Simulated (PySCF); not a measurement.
F3Sb, triplet, at a GFN2-xTB geometry (a higher spin typed on purpose: for a closed-shell molecule this is an excited state) (core potentials on Sb); R2SCAN/def2-SV(P) (PySCF).

Input for PySCF:
```python
from pyscf import gto, scf, dft

mol = gto.M(
    atom='''
Sb   -0.09185253    0.05664473    0.05583195
F    -1.71490896   -1.43900085   -0.07563414
F     0.77886983    2.01073678    0.64213093
F     1.45653683   -0.89272271   -0.88287786
''',
    basis='def2-sv(p)',
    ecp={'Sb': 'def2-sv(p)'},
    spin=2,
    verbose=4,
)

mf = dft.UKS(mol)
mf.xc = 'r2scan'
mf.DIIS = scf.EDIIS
mf.kernel()
mf.analyze()
```

The log (banner, timings and long lists left out):

```
PySCF version 2.14.0

[INPUT] verbose = 4
[INPUT] num. atoms = 4
[INPUT] num. electrons = 50
[INPUT] charge = 0
[INPUT] spin (= nelec alpha-beta = 2S) = 2
[INPUT] symmetry False subgroup None
[INPUT] Mole.unit = angstrom
[INPUT] Symbol           X                Y                Z      unit          X                Y                Z       unit  Magmom
[...]
nuclear repulsion = 188.150765010506
number of shells = 28
number of NR pGTOs = 133
number of NR cGTOs = 68
basis = def2-sv(p)
ecp = {'Sb': 'def2-sv(p)'}

******** <class 'pyscf.dft.uks.UKS'> ********
method = UKS
initial guess = minao
damping factor = 0
level_shift factor = 0
DIIS = <class 'pyscf.scf.diis.EDIIS'>
diis_start_cycle = 1
diis_space = 8
diis_damp = 0
SCF conv_tol = 1e-09
SCF conv_tol_grad = None
SCF max_cycles = 50
direct_scf = True
direct_scf_tol = 1e-13
number electrons alpha = 26  beta = 24
XC library pyscf.dft.libxc version 7.1.2
    S. Lehtola, C. Steigemann, M. J. T. Oliveira, and M. A. L. Marques,  SoftwareX 7, 1–5 (2018)
XC functionals = r2scan
    J. W. Furness, A. D. Kaplan, J. Ning, J. P. Perdew, and J. Sun,  J. Phys. Chem. Lett. 11, 8208–8215 (2020)
    J. W. Furness, A. D. Kaplan, J. Ning, J. P. Perdew, and J. Sun,  J. Phys. Chem. Lett. 11, 9248–9248 (2020)
    J. W. Furness, A. D. Kaplan, J. Ning, J. P. Perdew, and J. Sun,  J. Phys. Chem. Lett. 11, 8208–8215 (2020)
    J. W. Furness, A. D. Kaplan, J. Ning, J. P. Perdew, and J. Sun,  J. Phys. Chem. Lett. 11, 9248–9248 (2020)
radial grids:
    Treutler-Ahlrichs [JCP 102, 346 (1995); DOI:10.1063/1.469408] (M4) radial grids

becke partition: Becke, JCP 88, 2547 (1988); DOI:10.1063/1.454033
pruning grids: <function nwchem_prune>
grids dens level: 3
symmetrized grids: False
atomic radii adjust function: <function treutler_atomic_radii_adjust>
small_rho_cutoff = 0
Set gradient conv threshold to 3.16228e-05
tot grids = 64744
init E= -514.151632061633

cycle= 1 E= -537.581400361827  delta_E= -23.4  |g|= 2.03  |ddm|= 7.02

cycle= 2 E= -536.787879985091  delta_E= 0.794  |g|= 2.59  |ddm|= 4.87

cycle= 3 E= -539.26292332645  delta_E= -2.48  |g|= 0.697  |ddm|=  2.7

cycle= 4 E= -539.262923317811  delta_E= 8.64e-09  |g|= 0.697  |ddm|= 2.29e-08

cycle= 5 E= -539.262923302135  delta_E= 1.57e-08  |g|= 0.697  |ddm|= 4.15e-08

cycle= 6 E= -539.262923302194  delta_E= -5.89e-11  |g|= 0.697  |ddm|= 1.55e-10

cycle= 7 E= -539.262923302419  delta_E= -2.26e-10  |g|= 0.697  |ddm|= 6.02e-10

[...]
SCF not converged.
Total Energy =                        -539.029598005813796
[...]
spin_pop of  0 Sb 5s        0.40217
spin_pop of  0 Sb 6s       -0.00040
spin_pop of  0 Sb 7s        0.00479
spin_pop of  0 Sb 4px       0.00085
spin_pop of  0 Sb 4py       0.00081
spin_pop of  0 Sb 4pz       0.00155
spin_pop of  0 Sb 5px       0.03205
spin_pop of  0 Sb 5py       0.00013
spin_pop of  0 Sb 5pz       0.00020
spin_pop of  0 Sb 6px       0.01404
spin_pop of  0 Sb 6py       0.08708
spin_pop of  0 Sb 6pz       0.15956
spin_pop of  0 Sb 7px       0.68405
spin_pop of  0 Sb 7py       0.00056
spin_pop of  0 Sb 7pz       0.00127
spin_pop of  0 Sb 4dxy     -0.00081
spin_pop of  0 Sb 4dyz     -0.00028
spin_pop of  0 Sb 4dz^2    -0.00012
spin_pop of  0 Sb 4dxz     -0.00102
spin_pop of  0 Sb 4dx2-y2    0.00008
spin_pop of  0 Sb 5dxy      0.00239
spin_pop of  0 Sb 5dyz      0.00228
spin_pop of  0 Sb 5dz^2     0.00165
spin_pop of  0 Sb 5dxz      0.00107
spin_pop of  0 Sb 5dx2-y2   -0.00002
spin_pop of  1 F 1s       -0.00000
spin_pop of  1 F 2s        0.00234
spin_pop of  1 F 3s        0.00008
spin_pop of  1 F 2px       0.02255
spin_pop of  1 F 2py       0.04016
spin_pop of  1 F 2pz       0.00551
spin_pop of  1 F 3px       0.00058
spin_pop of  1 F 3py       0.00060
spin_pop of  1 F 3pz       0.00312
spin_pop of  1 F 3dxy      0.00000
spin_pop of  1 F 3dyz      0.00009
spin_pop of  1 F 3dz^2     0.00000
spin_pop of  1 F 3dxz      0.00009
spin_pop of  1 F 3dx2-y2    0.00009
spin_pop of  2 F 1s       -0.00000
spin_pop of  2 F 2s        0.00338
spin_pop of  2 F 3s        0.00018
spin_pop of  2 F 2px       0.00584
spin_pop of  2 F 2py       0.01688
spin_pop of  2 F 2pz       0.00220
spin_pop of  2 F 3px       0.00102
spin_pop of  2 F 3py       0.00114
spin_pop of  2 F 3pz       0.00563
spin_pop of  2 F 3dxy      0.00008
spin_pop of  2 F 3dyz      0.00017
spin_pop of  2 F 3dz^2     0.00006
spin_pop of  2 F 3dxz      0.00007
spin_pop of  2 F 3dx2-y2    0.00007
spin_pop of  3 F 1s       -0.00000
spin_pop of  3 F 2s        0.00149
spin_pop of  3 F 3s        0.00047
spin_pop of  3 F 2px       0.20437
spin_pop of  3 F 2py       0.15696
spin_pop of  3 F 2pz       0.12533
spin_pop of  3 F 3px       0.00167
spin_pop of  3 F 3py       0.00036
spin_pop of  3 F 3pz       0.00311
spin_pop of  3 F 3dxy     -0.00000
spin_pop of  3 F 3dyz     -0.00003
spin_pop of  3 F 3dz^2     0.00003
spin_pop of  3 F 3dxz      0.00007
spin_pop of  3 F 3dx2-y2   -0.00012
In total            26.00000 | 24.00000
Dipole moment(X, Y, Z, Debye):  0.38910, -2.50876, -1.24852
```

The run did not converge; its last values are not results.
